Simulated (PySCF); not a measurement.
An equivalent PySCF input for Al²⁺ (aluminium, charge +2), [Ne] 3s1, 2S determinant, with scalar relativity by spin-free X2C-1e:

```python
from pyscf import gto, scf, dft, mp, cc
import basis_set_exchange as bse
mol = gto.M(atom="Al 0 0 0", charge=2, spin=1, symmetry="D2h",
            basis=gto.basis.parse(bse.get_basis("cc-pVDZ-DK", elements=["Al"], fmt="nwchem", header=False)),
            nucmod="G")
mf = dft.UKS(mol, xc="R2SCAN").sfx2c1e()
mf.irrep_nelec = {'Ag': (3, 2), 'B1u': (1, 1), 'B2u': (1, 1), 'B3u': (1, 1)}
mf.kernel()
```

It reaches the same state as the run whose output follows, with an energy that differs only through the grid. The run itself started from symmetry-adapted Hartree-Fock orbitals and held the occupation by maximum overlap, on a logarithmic radial grid, so the iterations belong to that start.

```
SCF conv_tol = 1e-09
number electrons alpha = 6  beta = 5
XC functionals = R2SCAN
    J. W. Furness, A. D. Kaplan, J. Ning, J. P. Perdew, and J. Sun.,  J. Phys. Chem. Lett. 11, 8208-8215 (2020)
    J. W. Furness, A. D. Kaplan, J. Ning, J. P. Perdew, and J. Sun.,  J. Phys. Chem. Lett. 11, 9248-9248 (2020)
    J. W. Furness, A. D. Kaplan, J. Ning, J. P. Perdew, and J. Sun.,  J. Phys. Chem. Lett. 11, 8208-8215 (2020)
    J. W. Furness, A. D. Kaplan, J. Ning, J. P. Perdew, and J. Sun.,  J. Phys. Chem. Lett. 11, 9248-9248 (2020)
cycle= 1 E= -241.861809425693  delta_E= -0.000803  |g|= 0.00578  |ddm|= 0.21
cycle= 2 E= -241.861822717361  delta_E= -1.33e-05  |g|= 0.000906  |ddm|= 0.0437
cycle= 3 E= -241.861822992886  delta_E= -2.76e-07  |g|= 5.57e-05  |ddm|= 0.00361
cycle= 4 E= -241.861822997792  delta_E= -4.91e-09  |g|= 2.49e-07  |ddm|= 0.0015
cycle= 5 E= -241.861822997792  delta_E= -1.14e-13  |g|= 6.26e-09  |ddm|= 1.87e-06
converged SCF energy = -241.861822997792  <S^2> = 0.75006807  2S+1 = 2.0000681
```
